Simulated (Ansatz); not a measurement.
Molecule: diaminoborinic acid, sum formula H5BN2O, charge 0, multiplicity 1. SMILES: NB(N)O
Coordinates optimised at B3LYP-D3(BJ)/def2-TZVP (Ansatz, a first-principles code):
```
B
O 1 1.3876
H 2 0.9591 1 114.34
N 1 1.4179 2 116.31 3 -180.00
H 4 1.0026 1 124.43 2 -180.00
H 4 1.0039 5 114.43 1 -180.00
N 1 1.4254 2 121.90 3 0.00
H 7 1.0036 1 123.69 2 0.00
H 7 1.0039 8 113.21 1 -180.00
```

Parts of the frozen-core correlation energy in 6-31G (Ansatz, hartree). Frozen orbitals: 4; correlated occupied orbitals by spin: 12 and 12; virtual: 30 and 30. Spin-orbit coupling is left out. No relativistic terms.

```json
[
 {"term": "reference (HF)", "value": "-211.41856"},
 {"term": "MP2 opposite-spin", "value": "(withheld)"},
 {"term": "MP2 same-spin", "value": "-0.09258"},
 {"term": "CCSD correlation", "value": "(withheld)"},
 {"term": "(T)", "value": "(withheld)"},
 {"term": "T1 diagnostic", "value": "0.012"},
 {"term": "largest doubles amplitude", "value": "0.033"}
]
```

Q: Fill in the missing entries.

A: 
- MP2 opposite-spin, value: -0.29095
- CCSD correlation, value: -0.40784
- (T), value: -0.00755
